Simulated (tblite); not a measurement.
Species: C₅H₁₁OP.
Structure used (GFN2-xTB), in Å, numbered top down from 1:
```xyz
18
C5H11OP angstrom
C      2.6949   -1.7565    1.0949
C      2.1820   -0.5577    0.8762
P      0.7039   -0.4144   -0.1569
O      0.2252   -1.6737   -0.7279
C     -0.5213    0.4681    0.8892
C     -1.8844    0.4572    0.2102
C     -1.8517    1.2199   -1.1052
H      3.5678   -1.9238    1.7057
H      2.2299   -2.6221    0.6483
H      2.6028    0.3458    1.2933
H      1.1052    0.5309   -1.1036
H     -0.5624   -0.0762    1.8389
H     -0.1803    1.4855    1.0867
H     -2.6318    0.8907    0.8798
H     -2.1633   -0.5807    0.0140
H     -1.5249    2.2471   -0.9511
H     -2.8376    1.2360   -1.5639
H     -1.1628    0.7302   -1.7935
```

Computed with GFN2-xTB (tblite): harmonic, unscaled wavenumbers at the GFN2-xTB geometry, gas phase. This tight-binding method is rough: wavenumbers can miss measured ones by several per cent, in bad cases by 10 to 20. Modes of hydrogen on phosphorus can be 10 to 20 % off. One conformer, not necessarily the lowest.

Harmonic wavenumbers (cm⁻¹): 66.2, 76.8, 116.2, 152.6, 203.5, 241.0, 267.3, 346.4, 406.6, 457.0, 530.8, 682.9, 719.9, 769.2, 836.3, 895.1, 913.1, 936.1, 940.8, 982.5, 1013.9, 1022.3, 1052.5, 1115.7, 1185.6, 1227.3, 1232.5, 1271.3, 1282.4, 1339.4, 1378.7, 1409.4, 1425.5, 1478.9, 1493.1, 1499.1, 1661.5, 2261.6, 2926.1, 2960.5, 2969.3, 2982.9, 3009.7, 3020.3, 3040.3, 3059.1, 3080.3, 3111.0.

A = 5046, B = 1210, C = 1111 MHz; mass 118.055 u (most abundant isotopes); point group C1, symmetry number 1.

Task: Zero-point energy?

Result: Half the sum of the wavenumbers: 32525 cm⁻¹ = 93.00 kcal/mol.

Task: Entropy at 273.15 K, 1 bar (ideal gas, RRHO, classical rotation)?

Result: Translation 39.80, rotation 27.99, vibration 23.02: S = 90.8 cal/(mol K).

Task: And Cp and H(273.15 K) − H(0)?

Result: Cp = 32.48 cal/(mol K), of which vibrations give 24.53 (their classical limit is 48 R = 95.4); H(273.15 K) − H(0) = 5.57 kcal/mol without the zero-point energy, 3.40 from vibrations.

Task: What must be added to the electronic energy to get the Gibbs energy at 273.15 K and 1 bar?

Result: ZPE + [H(273.15 K) − H(0)] − T·S = 93.00 + 5.57 − 24.81 = 73.76 kcal/mol.

Task: How do the functions run with temperature in this model?

Result: 
```json
{"T (K)": "150", "S (cal/(mol K))": "74.9", "Cp (cal/(mol K))": "21.9", "H − H(0) (kcal/mol)": "2.23", "G − H(0) (kcal/mol)": "-9.00", "ln q(vib)": "2.48"}
{"T (K)": "250", "S (cal/(mol K))": "88.0", "Cp (cal/(mol K))": "30.4", "H − H(0) (kcal/mol)": "4.84", "G − H(0) (kcal/mol)": "-17.17", "ln q(vib)": "4.80"}
{"T (K)": "298.15", "S (cal/(mol K))": "93.8", "Cp (cal/(mol K))": "34.8", "H − H(0) (kcal/mol)": "6.41", "G − H(0) (kcal/mol)": "-21.55", "ln q(vib)": "5.90"}
{"T (K)": "400", "S (cal/(mol K))": "105.3", "Cp (cal/(mol K))": "44.1", "H − H(0) (kcal/mol)": "10.43", "G − H(0) (kcal/mol)": "-31.69", "ln q(vib)": "8.23"}
{"T (K)": "600", "S (cal/(mol K))": "126.1", "Cp (cal/(mol K))": "58.7", "H − H(0) (kcal/mol)": "20.80", "G − H(0) (kcal/mol)": "-54.87", "ln q(vib)": "12.76"}
{"T (K)": "900", "S (cal/(mol K))": "152.9", "Cp (cal/(mol K))": "73.1", "H − H(0) (kcal/mol)": "40.74", "G − H(0) (kcal/mol)": "-96.85", "ln q(vib)": "19.27"}
```

q(vib) and H(0) count from the zero-point level.

Task: Which modes carry the vibrational entropy at 273.15 K?

Result: 66.2 cm⁻¹: 4.09; 76.8 cm⁻¹: 3.80; 116.2 cm⁻¹: 2.99; 152.6 cm⁻¹: 2.47; 203.5 cm⁻¹: 1.94; 241.0 cm⁻¹: 1.64 cal/(mol K); the other 42 give 6.08 together.

Hindered rotation and anharmonicity are outside this model. Other conformers, if any are populated, would add a mixing term that is left out. The structure is chiral; the term R ln 2 for an equal mix with its mirror image is left out.

Hardware: an Arm Neoverse V1 with one thread (shared host). Cost: 0.62 s wall. The figure is for the frequency step alone.
